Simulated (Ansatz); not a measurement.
`FC1=NCC[SiH2]1`. The species carries charge 0 and has multiplicity 1.

```csv
atom,x (Å),y (Å),z (Å)
F1,-2.155,-1.256,-1.377
C2,-1.073,-0.731,-0.796
N3,0.057,-1.187,-1.082
C4,1.167,-0.525,-0.416
C5,0.744,0.456,0.707
Si6,-1.092,0.709,0.428
H7,1.736,-0.002,-1.190
H8,1.831,-1.302,-0.029
H9,0.897,0.001,1.689
H10,1.332,1.374,0.685
H11,-1.482,1.983,-0.229
H12,-1.961,0.481,1.609
```

**Question.** List the harmonic frequencies (cm⁻¹, unscaled) at PBE0-D4/def2-TZVP in Ansatz. (An estimate is asked.)

**Answer.** The calculation gave: 69, 261, 340, 381, 434, 509, 609, 671, 690, 710, 748, 835, 925, 950, 957, 1072, 1164, 1183, 1260, 1273, 1344, 1441, 1486, 1737, 2230, 2241, 3060, 3079, 3096, 3138.

**Question.** Is this a minimum?

**Answer.** Yes, all 30 modes are real.

**Question.** Give the ideal-gas thermochemistry at 298.15 K and 1 bar (rigid rotor, harmonic oscillator; point group C1, symmetry number 1).

**Answer.** Zero-point energy 226.7 kJ/mol; H(298) − E = 245.5 kJ/mol; entropy 330.3 J/(mol·K), of which translation 166.7, rotation 113.2, vibration 50.4; G(298) − E = 147.0 kJ/mol. Modes under 100 cm⁻¹ are hindered rotations or soft bends, so the harmonic entropy is rough.
